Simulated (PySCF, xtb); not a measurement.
Si(AsH2)(F)2(H) (AsF₂H₃Si), SMILES [AsH2][SiH](F)F.

Harmonic wavenumbers (cm⁻¹) from GFN2-xTB in xtb 6.7.1 at its own minimum, in rising order: 83, 125, 162, 240, 392, 621, 642, 677, 686, 810, 838, 1008, 1915, 1920, 2331.

Problem. What does PBE0-D3(BJ)/def2-SVP (PySCF) give at its own minimum? (The exact figures need the calculation; the answer reports its results.)

Solution. 104, 148, 190, 315, 386, 607, 634, 815, 828, 874, 969, 990, 2212, 2225, 2281. Paired by order, the mean absolute difference is 88 cm⁻¹ and the zero-point energies are 17.8 and 19.4 kcal/mol.
